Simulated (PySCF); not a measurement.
Spectrum to structure. Method used: TDDFT PBE0/def2-SVPD, vertical, gas phase, core orbitals frozen in the response (PySCF 2.14.0, density-fitted response routines). Geometries: GFN2-xTB, one conformer each.

| state | ν̃ (cm⁻¹) | f | main configurations (H = HOMO, L = LUMO) |
| --- | --- | --- | --- |
| S1 | 38720 | 0.017 | H-1→L (99%) |
| S2 | 38850 | 0.0023 | H-2→L (50%), H→L+1 (48%) |
| S3 | 40750 | 0.248 | H→L (90%) |
| S4 | 43340 | 0.0001 | H-1→L+1 (99%) |
| S5 | 48360 | 0.197 | H→L+1 (45%), H-2→L (45%) |
| S6 | 48390 | 0.0012 | H-3→L (98%) |
| S7 | 51470 | 0.0004 | H-4→L (97%) |
| S8 | 52790 | 0.0028 | H→L+2 (97%) |

Triplets computed (Tamm–Dancoff): 3.15, 3.88, 4.16 eV.

Orbital energies (eV): HOMO-3 -9.33, HOMO-2 -7.95, HOMO-1 -7.80, HOMO -7.22, LUMO -1.74, LUMO+1 -0.95, LUMO+2 0.36.

Question: Which candidate is it?
A. `[SiH3]C1=CC=PC=C1`
B. `FC(P(C)[SiH3])(F)F`
C. `S=[PH]1C=CCC=C1`

Answer: A. Its S1 lies at 4.80 eV; the nearest of the others has S1 at 4.39 eV. S1 is HOMO-1→LUMO (99%). Löwdin shares by element: HOMO carbon 46% or more, phosphorus 28% (atoms not listed hold the other 25%); LUMO carbon 44% or more, phosphorus 34% (atoms not listed hold the other 22%). At the same level the other candidates give, for their lowest levels:
- `CP([SiH3])C(F)(F)F`: 5.96 eV (f 0.015); 6.43 eV (f 0.174); 6.93 eV (f 0.023); 7.08 eV (f 0.006); 7.23 eV (f 0.023); T1 5.02 eV; HOMO -7.50, LUMO -0.15 eV
- `S=[PH]1C=CCC=C1`: 4.39 eV (f 0.002); 4.50 eV (f 0.003); 4.52 eV (f 0.039); 4.58 eV (f 0.016); 5.62 eV (f 0.001); T1 4.04 eV; HOMO -6.42, LUMO -0.94 eV
